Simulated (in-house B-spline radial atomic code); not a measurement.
Inner levels of gold as electrons are removed. A shift is the extra binding of the orbital against the neutral atom ([Xe] 4f14 5d10 6s1). Computed with an all-electron radial atomic-structure program (B-spline basis): non-relativistic Hartree-Fock, average of the configuration, point nuclei.

This level leaves out relativity, spin-orbit splitting included, which matters for heavy ions.

| ion | configuration | shift of 1s (eV) | radius of 1s (bohr) | Σ<r²> (bohr²) | change of density at nucleus (bohr⁻³) |
| --- | --- | --- | --- | --- | --- |
| Au61+ | [Ne] 3s2 3p6 | 4639.99 | 0.019162 | 0.35109 | -52.428 |
| Au62+ | [Ne] 3s2 3p5 | 4834.69 | 0.01916 | 0.31199 | 123.12 |
| Au63+ | [Ne] 3s2 3p4 | 5031.15 | 0.019158 | 0.27355 | 300.81 |
| Au64+ | [Ne] 3s2 3p3 | 5229.35 | 0.019155 | 0.23577 | 480.66 |
| Au65+ | [Ne] 3s2 3p2 | 5429.3 | 0.019153 | 0.19862 | 662.68 |
| Au66+ | [Ne] 3s2 3p1 | 5631 | 0.019151 | 0.1621 | 846.88 |
| Au67+ | [Ne] 3s2 | 5834.44 | 0.019149 | 0.1262 | 1033.25 |
| Au68+ | [Ne] 3s1 | 6022.7 | 0.019148 | 0.086862 | -3637.47 |
| Au69+ | [He] 2s2 2p6 | 6212.35 | 0.019147 | 0.048079 | -8390.19 |
| Au70+ | [He] 2s2 2p5 | 6679.75 | 0.019137 | 0.042251 | -7901.68 |
| Au71+ | [He] 2s2 2p4 | 7151.24 | 0.019127 | 0.036551 | -7407.48 |
| Au72+ | [He] 2s2 2p3 | 7626.84 | 0.019117 | 0.030975 | -6907.6 |
| Au73+ | [He] 2s2 2p2 | 8106.52 | 0.019106 | 0.025521 | -6402.05 |
| Au74+ | [He] 2s2 2p1 | 8590.28 | 0.019095 | 0.020185 | -5890.83 |
| Au75+ | [He] 2s2 | 9078.12 | 0.019084 | 0.014965 | -5373.88 |
| Au76+ | [He] 2s1 | 9496.48 | 0.019083 | 0.0079175 | -23795.6 |
| Au77+ | 1s2 | 9917.42 | 0.019078 | 0.00097116 | -42513.2 |
| Au78+ | 1s1 | 11256.5 | 0.018987 | 0.00048069 | -196808 |
